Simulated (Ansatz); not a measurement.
CH5BOSSi, SMILES `OC1BS[SiH2]1`. Total charge 0; spin multiplicity 1.

Cartesian coordinates in Å:
```
O 1.706 0.804 -0.133
C 0.649 -0.119 -0.109
B -0.249 -0.241 -1.394
S -1.898 -0.752 -0.842
Si -0.947 0.043 0.917
H 2.210 0.727 0.681
H 0.988 -1.157 0.070
H 0.029 -0.006 -2.528
H -1.134 -0.747 2.166
H -1.354 1.447 1.172
```

Task: What are the harmonic wavenumbers in cm⁻¹ at PBE0-D4/def2-TZVP (Ansatz, finite differences of forces, unscaled)? (An estimate is asked.)

Result: Computed: 139, 270, 275, 329, 401, 497, 547, 597, 635, 730, 794, 799, 898, 966, 996, 1022, 1178, 1215, 1382, 2199, 2241, 2662, 2953, 3865.

Task: Is this a minimum?

Result: Yes, all 24 modes are real.

Task: Give the ideal-gas thermochemistry at 298.15 K and 1 bar (rigid rotor, harmonic oscillator; point group C1, symmetry number 1).

Result: Zero-point energy 165.0 kJ/mol; H(298) − E = 184.0 kJ/mol; entropy 327.4 J/(mol·K), of which translation 166.8, rotation 112.5, vibration 48.1; G(298) − E = 86.4 kJ/mol.

Task: And at 400, 500, 600, 800 and 1000 K?

Result: 
```json
{"T (K)": "400", "H − E (kJ/mol)": "195.9", "S (J/mol/K)": "361.6", "G − E (kJ/mol)": "51.3"}
{"T (K)": "500", "H − E (kJ/mol)": "209.6", "S (J/mol/K)": "392.0", "G − E (kJ/mol)": "13.6"}
{"T (K)": "600", "H − E (kJ/mol)": "224.7", "S (J/mol/K)": "419.6", "G − E (kJ/mol)": "-27.0"}
{"T (K)": "800", "H − E (kJ/mol)": "258.3", "S (J/mol/K)": "467.7", "G − E (kJ/mol)": "-115.9"}
{"T (K)": "1000", "H − E (kJ/mol)": "294.9", "S (J/mol/K)": "508.5", "G − E (kJ/mol)": "-213.6"}
```
